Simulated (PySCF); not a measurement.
C2H9NS2Si, singlet, at a GFN2-xTB geometry, with bond 11-5 at 1.8 times its length; CASSCF(10,9)/STO-3G (PySCF).

Input for PySCF:
```python
from pyscf import gto, scf, mcscf
import numpy

mol = gto.M(
    atom='''
Si    0.40423253   -0.46502590    0.03036471
S     1.32095902    0.57200236   -1.61849825
S     1.01391101    0.34813558    1.92924845
N    -1.27548243   -0.22475286   -0.15403049
C    -1.90737687   -0.23554229   -1.45297023
C    -2.19854185   -0.53687231    0.91385487
H     0.93910105   -1.82277774    0.06679319
H     2.49261865    0.75517389   -1.03237392
H     0.66629747    1.60174399    1.67879253
H    -2.74252435    0.46798363   -1.45745734
H    -0.62258214    0.30459750   -2.82466901
H    -2.28968977   -1.23055167   -1.70254334
H    -3.02115710    0.18157970    0.90672893
H    -2.61588105   -1.54220408    0.79902160
H    -1.68844920   -0.47956972    1.87186005
''',
    basis='sto-3g',
    verbose=4,
)

mf = scf.RHF(mol)
mf.kernel()
mc = mcscf.CASSCF(mf, 9, 10)
mc.fix_spin_(ss=0.0)
mc.kernel()
occ = numpy.linalg.eigvalsh(mc.fcisolver.make_rdm1(mc.ci, mc.ncas, mc.nelecas))[::-1]
ss = mc.fcisolver.spin_square(mc.ci, mc.ncas, mc.nelecas)[0]
print('natural occupations', occ.round(4), ' <S^2>', round(ss, 4))
```

It wrote (shortened):

```
PySCF version 2.14.0

[INPUT] verbose = 4
[INPUT] num. atoms = 15
[INPUT] num. electrons = 74
[INPUT] charge = 0
[INPUT] spin (= nelec alpha-beta = 2S) = 0
[INPUT] symmetry False subgroup None
[INPUT] Mole.unit = angstrom
[INPUT] Symbol           X                Y                Z      unit          X                Y                Z       unit  Magmom
[...]
nuclear repulsion = 459.371444366867
number of shells = 33
number of NR pGTOs = 153
number of NR cGTOs = 51
basis = sto-3g
ecp = {}

******** <class 'pyscf.scf.hf.RHF'> ********
method = RHF
initial guess = minao
damping factor = 0
level_shift factor = 0
DIIS = <class 'pyscf.scf.diis.CDIIS'>
diis_start_cycle = 1
diis_space = 8
diis_damp = 0
SCF conv_tol = 1e-09
SCF conv_tol_grad = None
SCF max_cycles = 50
direct_scf = True
direct_scf_tol = 1e-13
Set gradient conv threshold to 3.16228e-05
Initial guess from minao.
init E= -1205.67169895631
[...]
cycle= 1 E= -1205.4830648167  delta_E= 0.189  |g|= 0.458  |ddm|= 4.65
[...]
cycle= 2 E= -1205.57697981835  delta_E= -0.0939  |g|= 0.14  |ddm|= 0.993
[...]
cycle= 3 E= -1205.58424446193  delta_E= -0.00726  |g|= 0.0398  |ddm|= 0.259
[...]
cycle= 4 E= -1205.58499077644  delta_E= -0.000746  |g|= 0.0111  |ddm|= 0.0781
[...]
cycle= 5 E= -1205.58506181252  delta_E= -7.1e-05  |g|= 0.00239  |ddm|= 0.027
[...]
cycle= 6 E= -1205.58506554069  delta_E= -3.73e-06  |g|= 0.000651  |ddm|= 0.00628
[...]
cycle= 7 E= -1205.585065838  delta_E= -2.97e-07  |g|= 0.000163  |ddm|= 0.00182
[...]
cycle= 8 E= -1205.5850658602  delta_E= -2.22e-08  |g|= 3.41e-05  |ddm|= 0.000562
[...]
cycle= 9 E= -1205.58506586127  delta_E= -1.07e-09  |g|= 6.69e-06  |ddm|= 0.000128
[...]
cycle= 10 E= -1205.58506586131  delta_E= -3.62e-11  |g|= 1.61e-06  |ddm|= 2.66e-05
[...]
Extra cycle  E= -1205.58506586131  delta_E= -7.73e-12  |g|= 7.04e-07  |ddm|= 4.32e-06
converged SCF energy = -1205.58506586131

******** <class 'pyscf.mcscf.mc1step.CASSCF'> ********
CAS (5e+5e, 9o), ncore = 32, nvir = 10
max_cycle_macro = 50
max_cycle_micro = 4
conv_tol = 1e-07
conv_tol_grad = None
orbital rotation max_stepsize = 0.02
orbital rotation threshold for CI restart = 0.01
augmented hessian ah_max_cycle = 30
augmented hessian ah_conv_tol = 1e-12
augmented hessian ah_linear dependence = 1e-14
augmented hessian ah_level shift = 1e-08
augmented hessian ah_start_tol = 2.5
augmented hessian ah_start_cycle = 3
augmented hessian ah_grad_trust_region = 3
kf_trust_region = 3
kf_interval = 4
ci_response_space = 4
ci_grad_trust_region = 3
with_dep4 0
natorb = False
canonicalization = True
sorting_mo_energy = False
ao2mo_level = 2
internal_rotation = False
******** <class 'pyscf.fci.addons.SpinPenaltyFCISolver'> ********
max. cycles = 50
conv_tol = 1e-08
davidson only = True
linear dependence = 1e-12
level shift = 0.001
max iter space = 12
nroots = 1
pspace_size = 400
spin = None
CASCI E = -1205.65420817451  S^2 = 0.0000000
Set conv_tol_grad to 0.000316228
macro iter   1 ( 21 JK    4 micro), CASSCF E = -1205.68289020041  dE = -2.86820259e-02  S^2 = 0.0000000
               |grad[o]|=0.0656  |grad[c]|=0.073  |ddm|=0.0669  |maxRot[o]|= 0.17
macro iter   2 ( 21 JK    4 micro), CASSCF E = -1205.69087096926  dE = -7.98076885e-03  S^2 = 0.0000000
               |grad[o]|=0.0211  |grad[c]|=0.0725  |ddm|=0.0521  |maxRot[o]|=0.215
macro iter   3 ( 21 JK    4 micro), CASSCF E = -1205.69505455785  dE = -4.18358859e-03  S^2 = 0.0000000
               |grad[o]|=0.0169  |grad[c]|=0.0278  |ddm|=0.0137  |maxRot[o]|=0.222
macro iter   4 ( 21 JK    4 micro), CASSCF E = -1205.70066977375  dE = -5.61521590e-03  S^2 = 0.0000000
               |grad[o]|=0.0127  |grad[c]|=0.0267  |ddm|=0.053  |maxRot[o]|=0.239
macro iter   5 ( 21 JK    4 micro), CASSCF E = -1205.70534353010  dE = -4.67375635e-03  S^2 = 0.0000000
               |grad[o]|=0.0203  |grad[c]|=0.0229  |ddm|=0.0284  |maxRot[o]|=0.151
macro iter   6 ( 21 JK    4 micro), CASSCF E = -1205.70833463028  dE = -2.99110018e-03  S^2 = 0.0000000
               |grad[o]|=0.0146  |grad[c]|=0.0127  |ddm|=0.00548  |maxRot[o]|=0.0913
macro iter   7 ( 12 JK    3 micro), CASSCF E = -1205.70896967435  dE = -6.35044072e-04  S^2 = 0.0000000
               |grad[o]|=0.0062  |grad[c]|=0.0101  |ddm|=0.00963  |maxRot[o]|=0.0637
macro iter   8 (  7 JK    2 micro), CASSCF E = -1205.70962161361  dE = -6.51939253e-04  S^2 = 0.0000000
               |grad[o]|=0.0047  |grad[c]|=0.00189  |ddm|=0.00614  |maxRot[o]|=0.0698
macro iter   9 (  7 JK    2 micro), CASSCF E = -1205.70995872156  dE = -3.37107959e-04  S^2 = 0.0000000
               |grad[o]|=0.00242  |grad[c]|=0.00284  |ddm|=0.00383  |maxRot[o]|=0.0689
macro iter  10 (  7 JK    2 micro), CASSCF E = -1205.71014453229  dE = -1.85810730e-04  S^2 = 0.0000000
               |grad[o]|=0.00151  |grad[c]|=0.00641  |ddm|=0.00306  |maxRot[o]|=0.0697
macro iter  11 (  7 JK    2 micro), CASSCF E = -1205.71022040055  dE = -7.58682509e-05  S^2 = 0.0000000
               |grad[o]|=0.000998  |grad[c]|=0.00626  |ddm|=0.00136  |maxRot[o]|=0.0624
macro iter  12 ( 17 JK    4 micro), CASSCF E = -1205.70995809141  dE =  2.62309140e-04  S^2 = 0.0000000
               |grad[o]|=0.000638  |grad[c]|=0.0256  |ddm|=0.00414  |maxRot[o]|=0.0912
macro iter  13 ( 21 JK    4 micro), CASSCF E = -1205.71004541384  dE = -8.73224355e-05  S^2 = 0.0000000
               |grad[o]|=0.00255  |grad[c]|=0.00364  |ddm|=0.000797  |maxRot[o]|=0.0229
macro iter  14 (  7 JK    2 micro), CASSCF E = -1205.71013998001  dE = -9.45661707e-05  S^2 = 0.0000000
               |grad[o]|=0.00116  |grad[c]|=0.00188  |ddm|=0.00168  |maxRot[o]|=0.0382
macro iter  15 (  7 JK    2 micro), CASSCF E = -1205.71022427369  dE = -8.42936738e-05  S^2 = 0.0000000
               |grad[o]|=0.000984  |grad[c]|=0.00729  |ddm|=0.00158  |maxRot[o]|=0.0499
macro iter  16 ( 12 JK    3 micro), CASSCF E = -1205.71015223199  dE =  7.20416997e-05  S^2 = 0.0000000
               |grad[o]|=0.000409  |grad[c]|=0.00824  |ddm|=0.00223  |maxRot[o]|=0.0489
[...]
macro iter  22 ( 12 JK    3 micro), CASSCF E = -1205.71020156397  dE =  3.24438736e-05  S^2 = 0.0000000
               |grad[o]|=0.00103  |grad[c]|=0.00332  |ddm|=0.00126  |maxRot[o]|=0.0376
macro iter  23 ( 21 JK    4 micro), CASSCF E = -1205.71021551451  dE = -1.39505478e-05  S^2 = 0.0000000
               |grad[o]|=0.000625  |grad[c]|=0.0014  |ddm|=0.000248  |maxRot[o]|=0.0165
macro iter  24 (  7 JK    2 micro), CASSCF E = -1205.71024384589  dE = -2.83313707e-05  S^2 = 0.0000000
               |grad[o]|=0.000475  |grad[c]|=0.00033  |ddm|=0.00102  |maxRot[o]|=0.0286
macro iter  25 ( 17 JK    4 micro), CASSCF E = -1205.71025508640  dE = -1.12405130e-05  S^2 = 0.0000000
               |grad[o]|=0.000811  |grad[c]|=0.00942  |ddm|=0.00349  |maxRot[o]|=0.0311
macro iter  26 ( 16 JK    4 micro), CASSCF E = -1205.71027114495  dE = -1.60585471e-05  S^2 = 0.0000000
               |grad[o]|=0.00126  |grad[c]|=0.0042  |ddm|=0.0022  |maxRot[o]|=0.0242
macro iter  27 ( 12 JK    3 micro), CASSCF E = -1205.71021272263  dE =  5.84223144e-05  S^2 = 0.0000000
               |grad[o]|=0.000569  |grad[c]|=0.00106  |ddm|=0.00483  |maxRot[o]|=0.041
macro iter  28 ( 21 JK    4 micro), CASSCF E = -1205.71022053767  dE = -7.81503854e-06  S^2 = 0.0000000
               |grad[o]|=0.0012  |grad[c]|=0.00271  |ddm|=0.000798  |maxRot[o]|=0.0128
macro iter  29 (  7 JK    2 micro), CASSCF E = -1205.71025423855  dE = -3.37008796e-05  S^2 = 0.0000000
               |grad[o]|=0.000668  |grad[c]|=0.00121  |ddm|=0.00203  |maxRot[o]|=0.0193
macro iter  30 ( 17 JK    4 micro), CASSCF E = -1205.71021601190  dE =  3.82266517e-05  S^2 = 0.0000000
               |grad[o]|=0.000849  |grad[c]|=0.0166  |ddm|=0.00393  |maxRot[o]|=0.0646
macro iter  31 ( 21 JK    4 micro), CASSCF E = -1205.71023304178  dE = -1.70298779e-05  S^2 = 0.0000000
               |grad[o]|=0.00207  |grad[c]|=0.00763  |ddm|=0.00363  |maxRot[o]|=0.0495
macro iter  32 (  9 JK    3 micro), CASSCF E = -1205.71021260910  dE =  2.04326723e-05  S^2 = 0.0000000
               |grad[o]|=0.00121  |grad[c]|=0.0015  |ddm|=0.00161  |maxRot[o]|=0.0246
macro iter  33 ( 21 JK    4 micro), CASSCF E = -1205.71022206212  dE = -9.45302008e-06  S^2 = 0.0000000
               |grad[o]|=0.000666  |grad[c]|=0.000866  |ddm|=0.000267  |maxRot[o]|=0.0107
macro iter  34 (  7 JK    2 micro), CASSCF E = -1205.71024131233  dE = -1.92502096e-05  S^2 = 0.0000000
               |grad[o]|=0.000466  |grad[c]|=0.00128  |ddm|=0.000842  |maxRot[o]|=0.0197
macro iter  35 (  8 JK    2 micro), CASSCF E = -1205.71024422935  dE = -2.91701281e-06  S^2 = 0.0000000
               |grad[o]|=0.000589  |grad[c]|=0.000381  |ddm|=0.000207  |maxRot[o]|=0.0115
macro iter  36 ( 13 JK    3 micro), CASSCF E = -1205.71024721197  dE = -2.98262421e-06  S^2 = 0.0000000
               |grad[o]|=0.000451  |grad[c]|=0.00233  |ddm|=0.00134  |maxRot[o]|=0.0234
macro iter  37 ( 20 JK    4 micro), CASSCF E = -1205.71026261609  dE = -1.54041190e-05  S^2 = 0.0000000
               |grad[o]|=0.00157  |grad[c]|=0.000853  |ddm|=0.000679  |maxRot[o]|=0.0344
macro iter  38 ( 17 JK    4 micro), CASSCF E = -1205.71009827800  dE =  1.64338091e-04  S^2 = 0.0000000
               |grad[o]|=0.000944  |grad[c]|=0.0123  |ddm|=0.00999  |maxRot[o]|=0.0823
macro iter  39 ( 21 JK    4 micro), CASSCF E = -1205.71015586337  dE = -5.75853687e-05  S^2 = 0.0000000
               |grad[o]|=0.00177  |grad[c]|=0.00355  |ddm|=0.000461  |maxRot[o]|=0.0248
macro iter  40 (  7 JK    2 micro), CASSCF E = -1205.71022194804  dE = -6.60846761e-05  S^2 = 0.0000000
               |grad[o]|=0.00104  |grad[c]|=0.00426  |ddm|=0.00191  |maxRot[o]|=0.0316
macro iter  41 ( 17 JK    4 micro), CASSCF E = -1205.71017228098  dE =  4.96670636e-05  S^2 = 0.0000000
               |grad[o]|=0.0012  |grad[c]|=0.0254  |ddm|=0.00429  |maxRot[o]|=0.0685
macro iter  42 ( 21 JK    4 micro), CASSCF E = -1205.71021288347  dE = -4.06024938e-05  S^2 = 0.0000000
               |grad[o]|=0.00195  |grad[c]|=0.00367  |ddm|=0.000682  |maxRot[o]|=0.0237
macro iter  43 ( 17 JK    4 micro), CASSCF E = -1205.71014989725  dE =  6.29862227e-05  S^2 = 0.0000000
               |grad[o]|=0.000848  |grad[c]|=0.00552  |ddm|=0.00287  |maxRot[o]|=0.0422
macro iter  44 ( 21 JK    4 micro), CASSCF E = -1205.71018534012  dE = -3.54428662e-05  S^2 = 0.0000000
               |grad[o]|=0.00115  |grad[c]|=0.00153  |ddm|=0.000583  |maxRot[o]|=0.0278
macro iter  45 ( 19 JK    4 micro), CASSCF E = -1205.71021938199  dE = -3.40418783e-05  S^2 = 0.0000000
               |grad[o]|=0.000735  |grad[c]|=0.00419  |ddm|=0.000717  |maxRot[o]|=0.0203
macro iter  46 (  7 JK    2 micro), CASSCF E = -1205.71023777234  dE = -1.83903480e-05  S^2 = 0.0000000
               |grad[o]|=0.000515  |grad[c]|=0.00178  |ddm|=0.000763  |maxRot[o]|=0.0218
macro iter  47 ( 18 JK    4 micro), CASSCF E = -1205.71022054128  dE =  1.72310599e-05  S^2 = 0.0000000
               |grad[o]|=0.000356  |grad[c]|=0.00423  |ddm|=0.00148  |maxRot[o]|=0.0377
macro iter  48 ( 12 JK    3 micro), CASSCF E = -1205.71024615118  dE = -2.56098974e-05  S^2 = 0.0000000
               |grad[o]|=0.00113  |grad[c]|=0.00244  |ddm|=0.0014  |maxRot[o]|=0.0326
macro iter  49 ( 16 JK    4 micro), CASSCF E = -1205.71024757697  dE = -1.42579188e-06  S^2 = 0.0000000
               |grad[o]|=0.000732  |grad[c]|=0.00316  |ddm|=0.00209  |maxRot[o]|=0.0229
macro iter  50 ( 17 JK    4 micro), CASSCF E = -1205.71024539093  dE =  2.18604146e-06  S^2 = 0.0000000
               |grad[o]|=0.000827  |grad[c]|=0.00859  |ddm|=0.00335  |maxRot[o]|=0.0592
1-step CASSCF not converged,  50 macro (750 JK 166 micro) steps
CASSCF canonicalization
Density matrix diagonal elements [1.94587012 1.86782891 1.96398651 1.97022078 1.91269072 0.27000468
 0.03035306 0.02180266 0.01724255]
CASSCF energy = -1205.71024539093
CASCI E = -1205.71024539093  E(CI) = -16.0904068402247  S^2 = 0.0000000
natural occupations [1.9976 1.9856 1.9758 1.9732 1.729  0.2711 0.0304 0.0215 0.0158]  <S^2> 0.0
```

Convergence was not reached.
